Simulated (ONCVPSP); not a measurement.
# Reading a pseudo-wave (potassium)

Columns: radius, all-electron u(r) and pseudo u(r) of the 3s shell (level -35.34 eV) of potassium in the configuration [Ne] 3s2 3p6 4s1; PBE, scalar-relativistic, ONCV scheme, ONCVPSP 4.0.1.

```
r (bohr)  all-electron  pseudo
   0.128       -0.1189  0.1817
   0.255       -0.4969  0.3534
   0.382       -0.3070  0.5090
   0.510        0.0948  0.6427
   0.638        0.4740  0.7485
   0.765        0.7473  0.8232
   0.893        0.9103  0.8675
   1.020        0.9773  0.8818
   1.148        0.9753  0.8695
   1.275        0.9283  0.8351
   1.402        0.8551  0.7835
   1.530        0.7688  0.7193
   1.658        0.6791  0.6481
   1.785        0.5924  0.5749
   1.912        0.5116  0.5028
   2.040        0.4376  0.4339
   2.168        0.3719  0.3707
   2.295        0.3148  0.3146
   2.422        0.2654  0.2654
   2.550        0.2226  0.2226
   2.678        0.1862  0.1862
   2.805        0.1556  0.1555
   2.932        0.1297  0.1297
   3.060        0.1077  0.1077
   3.188        0.0893  0.0893
   3.315        0.0741  0.0741
```

Task: How many radial nodes do the two functions have?

Result: The all-electron 3s function has n − l − 1 = 2 (the table is too coarse to show those close to the nucleus); the pseudo-wave has 0, since the states of the same l below it are removed with the core.

Task: At about which radius was the pseudo-wave matched?

Result: 2.55 bohr. The columns agree to 0.0005 from 2.29 bohr on; several derivatives are matched, so the curves merge somewhat inside the radius.

Task: Is the pseudo-wave norm-conserving?

Result: Yes: the ONCV scheme keeps the norm inside the radius equal to the all-electron one, which fixes the energy derivative of the logarithmic derivative at the level.
